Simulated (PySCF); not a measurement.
PySCF input for Sn(F)(Cl)(Me)2 (C₂H₆ClFSn), SMILES [CH3][Sn]([CH3])([F])[Cl], TDDFT-PBE/def2-SVPD. Geometry optimised at B3LYP-D3(BJ)/def2-SVP. The structure was generated by enumeration; whether it is a known compound was not checked. The def2 effective core potentials stand for the cores of Sn; spin–orbit coupling is left out.

```python
import numpy as np
from pyscf import gto, scf, dft, tdscf

mol = gto.M(
    atom='''
    C     1.94164354   -1.13358714   -0.06442223
    Sn    0.02999280   -0.15855360   -0.19264370
    C    -1.81974446   -1.16613747   -0.62247595
    F     0.22722359    1.18166825   -1.60026453
    Cl   -0.27490050    1.11225358    1.78686857
    H     2.37429599   -0.91380663    0.92051704
    H     1.82909362   -2.21845831   -0.19691380
    H     2.58002009   -0.71953180   -0.85702067
    H    -2.22665571   -0.73279655   -1.54649093
    H    -2.51074110   -0.98913360    0.21225766
    H    -1.64875091   -2.24357057   -0.75316031
    ''',
    basis='def2-SVPD',
    ecp={'Sn': 'def2-svp'},
    charge=0,
    spin=0,
    max_memory=1600,
    verbose=4,
)
mf = dft.RKS(mol, xc='pbe').density_fit(auxbasis='def2-universal-jkfit')
mf.grids.level = 3
mf.conv_tol = 1e-9
mf.max_cycle = 100
mf.kernel()
mf.grids = dft.Grids(mol).set(level=1).build(with_non0tab=True)  # coarser grid for the response kernel
td = tdscf.TDDFT(mf)
td.singlet = True
td.nstates = 10
td.conv_tol = 1e-4
td.positive_eig_threshold = 1e-6
td.kernel(x0=td.get_init_guess(mf, 15))
td.analyze()
tt = tdscf.TDA(mf)
tt.singlet = False
tt.nstates = 4
tt.conv_tol = 1e-4
tt.positive_eig_threshold = 1e-6
tt.kernel(x0=tt.get_init_guess(mf, 9))
tt.analyze(verbose=3)
```

Program output:

```
PySCF version 2.14.0

[INPUT] verbose = 4
[INPUT] num. atoms = 11
[INPUT] num. electrons = 66
[INPUT] charge = 0
[INPUT] spin (= nelec alpha-beta = 2S) = 0
[INPUT] symmetry False subgroup None
[INPUT] Mole.unit = angstrom
[INPUT] Symbol           X                Y                Z      unit          X                Y                Z       unit  Magmom
[INPUT]  1 C      1.941643540000  -1.133587140000  -0.064422230000 AA    3.669174522131  -2.142169232929  -0.121740371034 Bohr   0.0
[INPUT]  2 Sn     0.029992800000  -0.158553600000  -0.192643700000 AA    0.056678177709  -0.299622880064  -0.364043832623 Bohr   0.0
[INPUT]  3 C     -1.819744460000  -1.166137470000  -0.622475950000 AA   -3.438818646095  -2.203680441893  -1.176309064628 Bohr   0.0
[INPUT]  4 F      0.227223590000   1.181668250000  -1.600264530000 AA    0.429390354140   2.233029362594  -3.024061688556 Bohr   0.0
[INPUT]  5 Cl    -0.274900500000   1.112253580000   1.786868570000 AA   -0.519486656506   2.101854647267   3.376692217893 Bohr   0.0
[INPUT]  6 H      2.374295990000  -0.913806630000   0.920517040000 AA    4.486769159753  -1.726844261512   1.739525098595 Bohr   0.0
[INPUT]  7 H      1.829093620000  -2.218458310000  -0.196913800000 AA    3.456485997989  -4.192278624665  -0.372113152147 Bohr   0.0
[INPUT]  8 H      2.580020090000  -0.719531800000  -0.857020670000 AA    4.875531365976  -1.359718039915  -1.619534349391 Bohr   0.0
[INPUT]  9 H     -2.226655710000  -0.732796550000  -1.546490930000 AA   -4.207769465599  -1.384784784526  -2.922444311824 Bohr   0.0
[INPUT] 10 H     -2.510741100000  -0.989133600000   0.212257660000 AA   -4.744613048689  -1.869191604605   0.401108845241 Bohr   0.0
[INPUT] 11 H     -1.648750910000  -2.243570570000  -0.753160310000 AA   -3.115687667527  -4.239733918434  -1.423266713793 Bohr   0.0

nuclear repulsion = 349.493010314428
number of shells = 72
number of NR pGTOs = 265
number of NR cGTOs = 170
basis = def2-SVPD
ecp = {'Sn': 'def2-svp'}


[settings echo left out]
init E= -830.218076259366
  HOMO = -0.66781842045468  LUMO = -0.623004300894596  gap/eV = 1.21945
cycle= 1 E= -850.675906557349  delta_E= -20.5  |g|= 3.54  |ddm|= 12.2
  HOMO = 0.087508196534769  LUMO = 0.108712290308579  gap/eV = 0.57699
cycle= 2 E= -774.601456809063  delta_E= 76.1  |g|= 10.6  |ddm|=  135
  HOMO = -0.336372434461194  LUMO = -0.27972553368533  gap/eV = 1.54144
cycle= 3 E= -852.754582239126  delta_E= -78.2  |g|= 1.93  |ddm|=  135
  HOMO = -0.184860582629213  LUMO = -0.15703133321311  gap/eV = 0.75727
cycle= 4 E= -851.868024471521  delta_E= 0.887  |g|= 2.98  |ddm|= 3.42
  HOMO = -0.247074221717353  LUMO = -0.0800237130115204  gap/eV = 4.54568
cycle= 5 E= -853.530163847608  delta_E= -1.66  |g|= 0.452  |ddm|= 2.77
  HOMO = -0.279591861528241  LUMO = -0.0843628699040444  gap/eV = 5.31245
cycle= 6 E= -853.559417579906  delta_E= -0.0293  |g|= 0.283  |ddm|= 0.932
  HOMO = -0.262227000076155  LUMO = -0.0727565465589602  gap/eV = 5.15575
cycle= 7 E= -853.581978604514  delta_E= -0.0226  |g|= 0.0564  |ddm|= 0.473
  HOMO = -0.265948318675103  LUMO = -0.0735680718669945  gap/eV = 5.23493
cycle= 8 E= -853.582782955009  delta_E= -0.000804  |g|= 0.0238  |ddm|= 0.0976
  HOMO = -0.266023578446413  LUMO = -0.0740035906692495  gap/eV = 5.22513
cycle= 9 E= -853.582923292116  delta_E= -0.00014  |g|= 0.00604  |ddm|= 0.0285
  HOMO = -0.265517932982299  LUMO = -0.0737347243708844  gap/eV = 5.21869
cycle= 10 E= -853.582933125303  delta_E= -9.83e-06  |g|= 0.00109  |ddm|= 0.008
  HOMO = -0.2656239068548  LUMO = -0.0738125828312474  gap/eV = 5.21945
cycle= 11 E= -853.582933386106  delta_E= -2.61e-07  |g|= 0.000369  |ddm|= 0.0016
  HOMO = -0.265608041641957  LUMO = -0.0738118159254718  gap/eV = 5.21904
cycle= 12 E= -853.582933422989  delta_E= -3.69e-08  |g|= 0.000105  |ddm|= 0.000573
  HOMO = -0.265608368823091  LUMO = -0.0738103252569858  gap/eV = 5.21909
cycle= 13 E= -853.582933425339  delta_E= -2.35e-09  |g|= 3.05e-05  |ddm|= 0.000147
  HOMO = -0.265608322795451  LUMO = -0.0738102893466411  gap/eV = 5.21909
cycle= 14 E= -853.58293342559  delta_E= -2.51e-10  |g|= 9.15e-06  |ddm|= 4.55e-05
  HOMO = -0.265608034990386  LUMO = -0.0738101158349829  gap/eV = 5.21909
Extra cycle  E= -853.582933425509  delta_E= 8.14e-11  |g|= 1.9e-05  |ddm|= 3.33e-05
converged SCF energy = -853.582933425509
tot grids = 44840
Overwritten attributes  positive_eig_threshold  of <class 'pyscf.tdscf.rks.CasidaTDDFT'>


******** <class 'pyscf.tdscf.rks.CasidaTDDFT'> for <class 'pyscf.df.df_jk.DFRKS'> ********
nstates = 10 singlet
deg_eia_thresh = 1.000e-03
wfnsym = None
conv_tol = 0.0001
eigh lindep = 1e-12
eigh level_shift = 0
eigh max_cycle = 100


Excitation energies (eV)
[5.55994258 5.67482746 6.24210613 6.32010529 6.45784764 6.57723221
 6.7179635  6.91385215 7.02753011 7.12456681]

** Singlet excitation energies and oscillator strengths **
Excited State   1:      5.55994 eV    223.00 nm  f=0.0717
      31 -> 34        0.22997
      33 -> 34        0.65969
Excited State   2:      5.67483 eV    218.48 nm  f=0.0170
      32 -> 34       -0.70218
Excited State   3:      6.24211 eV    198.63 nm  f=0.0754
      29 -> 34       -0.14419
      31 -> 34       -0.61922
      33 -> 34        0.19301
      33 -> 35       -0.12222
      33 -> 36        0.15831
Excited State   4:      6.32011 eV    196.17 nm  f=0.0004
      31 -> 34       -0.11645
      33 -> 35        0.69351
Excited State   5:      6.45785 eV    191.99 nm  f=0.0542
      28 -> 34        0.15294
      30 -> 34        0.60700
      32 -> 35       -0.30386
Excited State   6:      6.57723 eV    188.51 nm  f=0.0408
      31 -> 34       -0.12850
      33 -> 36       -0.68082
Excited State   7:      6.71796 eV    184.56 nm  f=0.0356
      28 -> 34       -0.13548
      30 -> 34       -0.20682
      32 -> 35       -0.58620
      32 -> 36        0.26668
Excited State   8:      6.91385 eV    179.33 nm  f=0.0075
      27 -> 34       -0.11089
      28 -> 34       -0.16897
      30 -> 34       -0.10335
      32 -> 35       -0.17187
      32 -> 36       -0.63139
Excited State   9:      7.02753 eV    176.43 nm  f=0.0118
      29 -> 34        0.16367
      31 -> 35       -0.67675
Excited State  10:      7.12457 eV    174.02 nm  f=0.0250
      29 -> 34       -0.61565
      31 -> 35       -0.19549
      31 -> 36        0.10561
      33 -> 37       -0.23416

** Transition electric dipole moments (AU) **
state          X           Y           Z        Dip. S.      Osc.
  1         0.7174      0.0060      0.1064      0.5261      0.0717
  2        -0.0236     -0.3004      0.1773      0.1223      0.0170
  3         0.6947      0.0063      0.1034      0.4933      0.0754
  4         0.0505      0.0011      0.0071      0.0026      0.0004
  5         0.0595     -0.4421     -0.3790      0.3426      0.0542
  6         0.4974      0.0045      0.0742      0.2530      0.0408
  7        -0.0497      0.3478      0.3046      0.2162      0.0356
  8        -0.0217      0.1595      0.1357      0.0443      0.0075
  9         0.2592      0.0023      0.0382      0.0687      0.0118
 10        -0.3746     -0.0024     -0.0555      0.1434      0.0250

WARN: ECP detected. Skipping calculation of transition velocity and magnetic dipole moments, which have not yet been implemented.

Overwritten attributes  positive_eig_threshold  of <class 'pyscf.tdscf.rks.TDA'>


******** <class 'pyscf.tdscf.rks.TDA'> for <class 'pyscf.df.df_jk.DFRKS'> ********
nstates = 4 triplet
deg_eia_thresh = 1.000e-03
wfnsym = None
conv_tol = 0.0001
eigh lindep = 1e-12
eigh level_shift = 0
eigh max_cycle = 100


Excitation energies (eV)
[4.94191173 5.34684445 5.67720435 5.88957411]

** Triplet excitation energies and oscillator strengths **
Excited State   1:      4.94191 eV    250.88 nm  f=0.0000
Excited State   2:      5.34684 eV    231.88 nm  f=0.0000
Excited State   3:      5.67720 eV    218.39 nm  f=0.0000
Excited State   4:      5.88957 eV    210.51 nm  f=0.0000
```

The run converged.
